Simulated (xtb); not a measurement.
xtb job for H8N2Si2, SMILES N[SiH](N)[SiH3], GFN2-xTB. 

```
$ xtb mol.xyz --gfn 2 --sp --chrg 0 --uhf 0 --json
$ cat mol.xyz
12

N     -0.50631527     1.65470540    -0.59220092
Si    -0.52212540     0.18295024     0.31516240
N     -1.77491541    -0.70652655    -0.48466522
Si     1.63095744    -0.64367855     0.24784579
H     -1.39447974     2.08341401    -0.80211414
H      0.16085748     2.36585815    -0.34160749
H     -1.06876097     0.29608139     1.68426055
H     -1.99689695    -1.62477576    -0.13744474
H     -1.76145063    -0.72380794    -1.49185394
H      2.62439705     0.29020838     0.79273808
H      1.76382576    -1.87247203     1.04312561
H      2.11747430    -1.00156159    -1.09115550
```

Log of the run:

```
[banner left out]
          |                Calculation Setup                |
           -------------------------------------------------



           -------------------------------------------------
          |                 G F N 2 - x T B                 |
           -------------------------------------------------

        Reference                      10.1021/acs.jctc.8b01176
      * Hamiltonian:
        H0-scaling (s, p, d)           1.850000    2.230000    2.230000
        zeta-weighting                 0.500000
      * Dispersion:
        s8                             2.700000
        a1                             0.520000
        a2                             5.000000
        s9                             5.000000
      * Repulsion:
        kExp                           1.500000    1.000000
        rExp                           1.000000
      * Coulomb:
        alpha                          2.000000
        third order                    shell-resolved
        anisotropic                    true
        a3                             3.000000
        a5                             4.000000
        cn-shift                       1.200000
        cn-exp                         4.000000
        max-rad                        5.000000


          ...................................................
          :                      SETUP                      :
          :.................................................:
          :  # basis functions                  36          :
          :  # atomic orbitals                  34          :
          :  # shells                           18          :
          :  # electrons                        26          :
          :  max. iterations                   250          :
          :  Hamiltonian                  GFN2-xTB          :
          :  restarted?                      false          :
          :  GBSA solvation                  false          :
          :  PC potential                    false          :
          :  electronic temp.          300.0000000     K    :
          :  accuracy                    1.0000000          :
          :  -> integral cutoff          0.2500000E+02      :
          :  -> integral neglect         0.1000000E-07      :
          :  -> SCF convergence          0.1000000E-05 Eh   :
          :  -> wf. convergence          0.1000000E-03 e    :
          :  Broyden damping             0.4000000          :
          :  net charge                          0          :
          :  unpaired electrons                  0          :
          ...................................................

 iter      E             dE          RMSdq      gap      omega  full diag
   1    -13.4860883 -0.134861E+02  0.497E+00    4.34       0.0  T
   2    -13.5408974 -0.548091E-01  0.308E+00    4.21       1.0  T
   3    -13.5432908 -0.239341E-02  0.185E+00    4.37       1.0  T
   4    -13.5434348 -0.143949E-03  0.101E+00    4.35       1.0  T
   5    -13.5446675 -0.123274E-02  0.399E-01    4.38       1.0  T
   6    -13.5450105 -0.342969E-03  0.166E-01    4.36       1.0  T
   7    -13.5450523 -0.417909E-04  0.581E-02    4.36       1.0  T
   8    -13.5450527 -0.370174E-06  0.291E-02    4.36       1.0  T
   9    -13.5450536 -0.909922E-06  0.117E-02    4.36       2.5  T
  10    -13.5450535  0.383573E-07  0.554E-03    4.36       5.2  T
  11    -13.5450536 -0.692668E-07  0.173E-03    4.36      16.7  T
  12    -13.5450536 -0.605111E-09  0.514E-04    4.36      56.2  T
  13    -13.5450536 -0.236207E-09  0.707E-05    4.36     408.5  T

   *** convergence criteria satisfied after 13 iterations ***

         #    Occupation            Energy/Eh            Energy/eV
      -------------------------------------------------------------
         1        2.0000           -0.7471846             -20.3319
       ...           ...                  ...                  ...
         7        2.0000           -0.4494627             -12.2305
         8        2.0000           -0.4329663             -11.7816
         9        2.0000           -0.4163562             -11.3296
        10        2.0000           -0.4147792             -11.2867
        11        2.0000           -0.3965863             -10.7917
        12        2.0000           -0.3760620             -10.2332
        13        2.0000           -0.3472330              -9.4487 (HOMO)
        14                         -0.1871769              -5.0933 (LUMO)
        15                         -0.1845215              -5.0211
        16                         -0.1576631              -4.2902
        17                         -0.1313301              -3.5737
        18                         -0.1195700              -3.2537
       ...                                ...                  ...
        34                          0.8161314              22.2081
      -------------------------------------------------------------
                  HL-Gap            0.1600561 Eh            4.3553 eV
             Fermi-level           -0.2672050 Eh           -7.2710 eV

 SCC (total)                   0 d,  0 h,  0 min,  0.008 sec
 SCC setup                      ...        0 min,  0.000 sec (  1.171%)
 Dispersion                     ...        0 min,  0.000 sec (  0.549%)
 classical contributions        ...        0 min,  0.000 sec (  0.241%)
 integral evaluation            ...        0 min,  0.001 sec ( 15.352%)
 iterations                     ...        0 min,  0.004 sec ( 50.898%)
 molecular gradient             ...        0 min,  0.002 sec ( 29.551%)
 printout                       ...        0 min,  0.000 sec (  2.114%)

         :::::::::::::::::::::::::::::::::::::::::::::::::::::
         ::                     SUMMARY                     ::
         :::::::::::::::::::::::::::::::::::::::::::::::::::::
         :: total energy             -13.395475270493 Eh    ::
         :: gradient norm              0.000664260845 Eh/a0 ::
         :: HOMO-LUMO gap              4.355348194728 eV    ::
         ::.................................................::
         :: SCC energy               -13.545036413072 Eh    ::
         :: -> isotropic ES            0.043185910804 Eh    ::
         :: -> anisotropic ES          0.005759922319 Eh    ::
         :: -> anisotropic XC          0.006026824691 Eh    ::
         :: -> dispersion             -0.007393171922 Eh    ::
         :: repulsion energy           0.149561142579 Eh    ::
         :: add. restraining           0.000000000000 Eh    ::
         :: total charge               0.000000000000 e     ::
         :::::::::::::::::::::::::::::::::::::::::::::::::::::

           -------------------------------------------------
          |                Property Printout                |
           -------------------------------------------------

    * Orbital Energies and Occupations

         #    Occupation            Energy/Eh            Energy/eV
      -------------------------------------------------------------
         1        2.0000           -0.7471846             -20.3319
         2        2.0000           -0.6495203             -17.6743
         3        2.0000           -0.5795064             -15.7692
         4        2.0000           -0.5566713             -15.1478
         5        2.0000           -0.5069145             -13.7938
         6        2.0000           -0.4991358             -13.5822
         7        2.0000           -0.4494627             -12.2305
         8        2.0000           -0.4329663             -11.7816
         9        2.0000           -0.4163562             -11.3296
        10        2.0000           -0.4147792             -11.2867
        11        2.0000           -0.3965863             -10.7917
        12        2.0000           -0.3760620             -10.2332
        13        2.0000           -0.3472330              -9.4487 (HOMO)
        14                         -0.1871769              -5.0933 (LUMO)
        15                         -0.1845215              -5.0211
        16                         -0.1576631              -4.2902
        17                         -0.1313301              -3.5737
        18                         -0.1195700              -3.2537
        19                         -0.0747960              -2.0353
        20                         -0.0579101              -1.5758
        21                         -0.0415893              -1.1317
        22                          0.0414364               1.1275
        23                          0.0466157               1.2685
        24                          0.0783805               2.1328
       ...                                ...                  ...
        34                          0.8161314              22.2081
      -------------------------------------------------------------
                  HL-Gap            0.1600561 Eh            4.3553 eV
             Fermi-level           -0.2672050 Eh           -7.2710 eV

     #   Z          covCN         q      C6AA      α(0)
     1   7 N        2.541    -0.425    31.105     8.283
     2  14 Si       3.500     0.423   102.560    19.597
     3   7 N        2.541    -0.426    31.134     8.287
     4  14 Si       3.695     0.363   100.649    19.216
     5   1 H        0.861     0.146     1.427     1.871
     6   1 H        0.861     0.133     1.524     1.934
     7   1 H        0.914    -0.110     5.927     3.808
     8   1 H        0.861     0.133     1.519     1.930
     9   1 H        0.861     0.145     1.434     1.876
    10   1 H        0.917    -0.130     6.754     4.065
    11   1 H        0.917    -0.137     7.063     4.157
    12   1 H        0.917    -0.115     6.129     3.872

 Mol. C6AA /au·bohr⁶  :       2112.596062
 Mol. C8AA /au·bohr⁸  :      74496.763471
 Mol. α(0) /au        :         78.894775


Wiberg/Mayer (AO) data.
largest (>0.10) Wiberg bond orders for each atom

 ---------------------------------------------------------------------------
     #   Z sym  total        # sym  WBO       # sym  WBO       # sym  WBO
 ---------------------------------------------------------------------------
     1   7 N    3.168 --     2 Si   1.120     6 H    0.978     5 H    0.969
     2  14 Si   3.995 --     1 N    1.120     3 N    1.110     7 H    0.870
                             4 Si   0.800
     3   7 N    3.161 --     2 Si   1.110     8 H    0.979     9 H    0.970
     4  14 Si   3.616 --    11 H    0.904    10 H    0.904    12 H    0.902
                             2 Si   0.800
     5   1 H    0.978 --     1 N    0.969
     6   1 H    0.982 --     1 N    0.978
     7   1 H    0.988 --     2 Si   0.870
     8   1 H    0.982 --     3 N    0.979
     9   1 H    0.979 --     3 N    0.970
    10   1 H    0.983 --     4 Si   0.904
    11   1 H    0.981 --     4 Si   0.904
    12   1 H    0.987 --     4 Si   0.902
 ---------------------------------------------------------------------------

Topologies differ in total number of bonds
Writing topology from bond orders to xtbtopo.mol

molecular dipole:
                 x           y           z       tot (Debye)
 q only:       -0.138       0.076      -0.042
   full:       -0.272       0.160      -0.107       0.847
molecular quadrupole (traceless):
                xx          xy          yy          xz          yz          zz
 q only:       -2.998       1.486       2.590       0.529       0.692       0.408
  q+dip:       -5.113       2.574       4.550       0.724       1.315       0.563
   full:       -5.381       2.857       5.651       1.577       1.233      -0.271


           -------------------------------------------------
          | TOTAL ENERGY              -13.395475270493 Eh   |
          | GRADIENT NORM               0.000664260845 Eh/α |
          | HOMO-LUMO GAP               4.355348194728 eV   |
           -------------------------------------------------
Note: The following floating-point exceptions are signalling: IEEE_UNDERFLOW_FLAG IEEE_DENORMAL
normal termination of xtb

------------------------------------------------------------------------
------------------------------------------------------------------------
 total:
 SCF:
```

Self-consistency was reached.

Cost: about 0.03 core-seconds (a rough figure).
